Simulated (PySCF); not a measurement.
CH₇BO₂Si, SMILES [SiH3]OBOC (PBE0/def2-SVP optimised geometry):

```
12

B      0.880     0.039     0.000
H      2.092     0.039     0.000
O      0.174    -1.117    -0.001
C      0.777    -2.384    -0.001
H      1.877    -2.314    -0.008
H      0.464    -2.943     0.895
H      0.453    -2.948    -0.889
O      0.205     1.214     0.000
Si    -1.456     1.472    -0.016
H     -2.068     0.883    -1.242
H     -1.650     2.948    -0.020
H     -2.092     0.888     1.200
```

Computed with PySCF with PBE0/def2-TZVP.

Question: What are the frontier orbital energies and the dipole moment?

Answer: HOMO-2 -9.38 eV, HOMO-1 -8.89 eV, HOMO -8.68 eV, LUMO 0.39 eV, LUMO+1 0.56 eV; dipole moment 1.58 D.

On the same geometry PBE/def2-TZVP in PySCF gives HOMO-2 -7.86 eV, HOMO-1 -7.39 eV, HOMO -7.19 eV, LUMO -0.49 eV, LUMO+1 -0.43 eV; dipole moment 1.56 D.

Meta-Löwdin charges at PBE0/def2-TZVP: B1 0.34, H2 -0.02, O3 -0.38, C4 -0.12, H5 0.11, H6 0.12, H7 0.12, O8 -0.60, Si9 0.73, H10 -0.11, H11 -0.10, H12 -0.11.
